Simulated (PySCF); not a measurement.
Isomers of C5H6ClN, one GFN2-xTB conformer each. Single-point energies are computed at PBE0/def2-SVPD (PySCF, gas phase, no added dispersion term), electronic only.

```tsv
SMILES	GFN2-xTB relative energy (kJ/mol)
CC/C(Cl)=C\C#N	13.1
C[C@@H](Cl)/C=C\C#N	37.4
N#CC/C=C/CCl	50.4
N#C[C@H]1C[C@@H](Cl)C1	0.0
```

Conformers: `[CH3:1][CH2:2]/[C:3]([Cl:4])=[CH:5]\[C:6]#[N:7]` with C1–C2–C3–Cl4 70°; `[CH3:1][C@@H:2]([Cl:3])/[CH:4]=[CH:5]\[C:6]#[N:7]` with C1–C2–C4–C5 127°; `[N:1]#[C:2][CH2:3]/[CH:4]=[CH:5]/[CH2:6][Cl:7]` with C2–C3–C4–C5 116°, C4–C5–C6–Cl7 -111°; `[N:1]#[C:2][C@H:3]1[CH2:4][C@@H:5]([Cl:6])[CH2:7]1` with C2–C3–C4–C5 131°, C3–C4–C5–Cl6 -132°, C4–C5–C7–C3 13°, C2–C3–C7–C5 -131°.

Problem. What does PBE0/def2-SVPD give for the same structures?

Solution. 
```csv
SMILES,PBE0/def2-SVPD E (Eh),PBE0/def2-SVPD (kJ/mol),GFN2-xTB (kJ/mol),point group
CC/C(Cl)=C\C#N,-708.30486,0.0,13.1,C1
N#C[C@H]1C[C@@H](Cl)C1,-708.30199,7.5,0.0,Cs
C[C@@H](Cl)/C=C\C#N,-708.30174,8.2,37.4,C1
N#CC/C=C/CCl,-708.29590,23.5,50.4,C1
```

GFN2-xTB puts N#C[C@H]1C[C@@H](Cl)C1 lowest instead; measured from each level's own lowest isomer, the values differ by up to 29.2 kJ/mol (C[C@@H](Cl)/C=C\C#N: 37.4 against 8.2). Neighbours under 10 kJ/mol apart (CC/C(Cl)=C\C#N and N#C[C@H]1C[C@@H](Cl)C1; N#C[C@H]1C[C@@H](Cl)C1 and C[C@@H](Cl)/C=C\C#N) can change places with a better method, another conformer or zero-point energy.

Problem. Which frontier levels, dipoles and rotational constants go with these structures?

Solution. 
| SMILES | HOMO (eV, PBE0/def2-SVPD) | LUMO (eV) | dipole (D) | A, B, C (MHz) |
| --- | --- | --- | --- | --- |
| CC/C(Cl)=C\C#N | -7.89 | -1.73 | 3.11 | 3280, 1441, 1058 |
| N#C[C@H]1C[C@@H](Cl)C1 | -8.70 | 0.04 | 4.11 | 5373, 1138, 1103 |
| C[C@@H](Cl)/C=C\C#N | -8.32 | -1.96 | 3.91 | 3570, 1221, 1127 |
| N#CC/C=C/CCl | -8.28 | -1.02 | 1.97 | 10612, 680.0, 657.6 |

Problem. As an exercise, what shares would exp(−E/RT) give at 2000 K from these electronic energies alone (no entropy, no degeneracies)?

Solution. RT = 16.629 kJ/mol: CC/C(Cl)=C\C#N 40.2 %, N#C[C@H]1C[C@@H](Cl)C1 25.5 %, C[C@@H](Cl)/C=C\C#N 24.5 %, N#CC/C=C/CCl 9.8 %.
